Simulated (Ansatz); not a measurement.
Reaction (ligand exchange at a Mg–O bond): `C[S][Mg][OH]` + `O[SiH3]` → `C[S][Mg][O][SiH3]` + H₂O

Calculated with Ansatz (gas phase, PBE0-D4/def2-TZVP geometries, no zero-point term in ΔE). CCSD(T)/CBS adds triple-zeta CCSD(T) − MP2 to the extrapolated MP2 energy (def2 sets, frozen cores). This one scheme is used for every species. For Mg outer-core shells are correlated without core-valence functions, which leaves a few kJ/mol of doubt a bond. Each species was taken in one conformer, which may not be the lowest.

`C[S][Mg][OH]`:

Cartesian coordinates in Å:
```
C -0.140 -1.653 0.567
S 0.828 -0.992 -0.835
Mg 0.394 1.248 -0.770
O 0.063 2.972 -0.658
H 0.022 -2.731 0.584
H 0.193 -1.245 1.521
H -1.209 -1.473 0.446
H -0.151 3.874 -0.855
```

`O[SiH3]`:

```xyz
6

O     0.884   -0.827   -0.420
Si   -0.185    0.218    0.274
H     0.806   -0.989   -1.360
H    -0.087    1.579   -0.321
H     0.172    0.270    1.710
H    -1.590   -0.250    0.118
```

`C[S][Mg][O][SiH3]`:

```xyz
11

C    -2.344    1.109   -1.875
S    -0.659    0.788   -2.505
Mg    0.462    0.032   -0.672
O     1.333   -0.560    0.774
Si    2.127   -1.096    2.071
H    -2.820    0.203   -1.501
H    -2.929    1.476   -2.718
H    -2.351    1.874   -1.099
H     2.125   -0.081    3.166
H     1.506   -2.341    2.612
H     3.550   -1.406    1.748
```

H₂O:

Cartesian coordinates in Å:
```
O -0.344 0.177 0.041
H 0.489 0.416 0.454
H -0.145 -0.593 -0.495
```

| species | CCSD(T)/CBS(def2) energy (Eh) |
| --- | --- |
| `C[S][Mg][OH]` | -713.38697 |
| `O[SiH3]` | -366.69042 |
| `C[S][Mg][O][SiH3]` | -1003.71390 |
| H₂O | -76.37941 |

Problem. Work out ΔE.

Solution. ΔE = (-1003.71390) + (-76.37941) − (-713.38697) − (-366.69042) = -0.01592 Eh = -10.0 kcal/mol.

Largest T1 diagnostic among the species: 0.011.

From BLYP to BHLYP (50 % exact exchange), in def2-TZVPP and without D4, ΔE moves by −1.0 kcal/mol. Leaving LDA and LC-ωPBE aside and taking each functional with its dispersion term where it has one, the values, not all of them listed here, spread over 1.2 kcal/mol, from B97M-V to CAM-B3LYP-D4. The D4 term adds −0.7 kcal/mol with B3LYP and −0.4 kcal/mol with PBE0; it sums over pairs of atoms, weighted by their polarisabilities, and B3LYP, whose exchange is more repulsive, gets the larger term.

B3LYP here is the variant with VWN-RPA as its local correlation; programs differ in this.
